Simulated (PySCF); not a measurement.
**Static response to an electric field**

Species: C₂H₅F₃Si.
Numbering: `[CH3:1][SiH2:2][C:3]([F:4])([F:5])[F:6]` (hydrogens: H7, H8, H9 on C1; H10, H11 on Si2)

Structure used (GFN2-xTB), in Å, numbered top down from 1:
```xyz
11
C2H5F3Si angstrom
C     -1.4747    0.4185    0.6126
Si    -0.1362   -0.8523    0.2066
C      1.4277    0.2084   -0.2807
F      1.2036    1.0083   -1.3451
F      2.4967   -0.5481   -0.6024
F      1.8363    1.0248    0.7140
H     -1.1694    1.0653    1.4332
H     -1.6859    1.0550   -0.2448
H     -2.4022   -0.0669    0.9013
H      0.3133   -1.6497    1.3458
H     -0.4038   -1.6607   -0.9813
```

Level: PBE0/def2-SVPD (PySCF), static field, nuclei fixed, core orbitals frozen in the response. The polarisability tensor in these axes (au):

```
x   58.60 -1.50 -2.52
y   -1.50 54.58  0.44
z   -2.52  0.44 51.17
```

Task: What are the eigenvalues, a third of the trace, and Δα (Δα² = ½Σ(αi − αj)² over the three pairs)?

Result: Principal values 50.40, 54.11 and 59.83 au; mean 54.78 au = 8.12 Å³ = 9.03 × 10⁻⁴⁰ C²·m²/J; Δα = 8.23 au (15 % of the mean).

Task: What is the dipole moment, and where does it point?

Result: (-2.78, -0.94, 0.86) D, 3.05 D in size, pointing from the negative to the positive side. Measured along this direction, the outermost atoms are F5 at the negative end and H9 at the positive end.

Task: Estimate the molar refractivity from the static electronic polarisability.

Result: Lorentz–Lorenz: R = (4π/3)N_A α = 2.5225 cm³/(mol·Å³) × 8.12 Å³ = 20.5 cm³/mol, in the limit of long wavelengths.

Task: Give the eigenvalues of the traceless quadrupole moment Θ = ½Σq(3rr − r²1), origin at the centre of nuclear charge.

Result: -1.27, -0.29, 1.56 D·Å. The values depend on the origin, since the dipole doesn't vanish. The electronic extent ⟨r²⟩ about the same centre is 728 bohr², a root-mean-square distance of 1.88 Å for the 58 electrons.

Task: What depolarisation ratio follows for Rayleigh scattering of linearly polarised light, taking the static tensor?

Result: ρ = 3Δα²/(45ᾱ² + 4Δα²) = 203.2/(135039 + 271.0) = 0.0015.

Task: Along which axes do the principal values lie, and how far do the nuclei extend along each?

Result: Largest value along (0.92, -0.28, -0.28), where the nuclei span 5.05 Å; middle along (0.27, 0.96, -0.09), 3.03 Å; least along (0.29, 0.00, 0.96), 2.44 Å. The response follows the extents in order.

Geometry: GFN2-xTB; no solvent, vibrations or thermal averaging.
